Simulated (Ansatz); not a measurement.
Consider the redistribution: `N=C(O)[SiH](N)O` + `NBCBr` → `N[SiH](O)CBr` + `N=C(O)BN`.

Computed with Ansatz on PBE0-D4/def2-TZVP structures; ΔE is electronic, products minus reactants. CCSD(T)/CBS adds triple-zeta CCSD(T) − MP2 to the extrapolated MP2 energy (def2 sets, frozen cores). DFT in def2-TZVPP. B3LYP here is the variant with VWN-RPA as its local correlation; programs differ in this. For Br outer-core shells are correlated without core-valence functions, which leaves a few kJ/mol of doubt a bond. Scalar relativity is left out up to krypton. One conformer a species, not always the lowest.

| species | B3LYP energy (Eh) |
| --- | --- |
| `N=C(O)[SiH](N)O` | -591.41365 |
| `NBCBr` | -2695.01242 |
| `N[SiH](O)CBr` | -3035.57290 |
| `N=C(O)BN` | -250.85313 |

Problem. Work out ΔE.

Solution. ΔE = (-3035.57290) + (-250.85313) − (-591.41365) − (-2695.01242) = 0.00004 Eh = 0.00 eV. CCSD(T)/CBS gives -0.03 eV.

Largest T1 diagnostic among the species: 0.014.
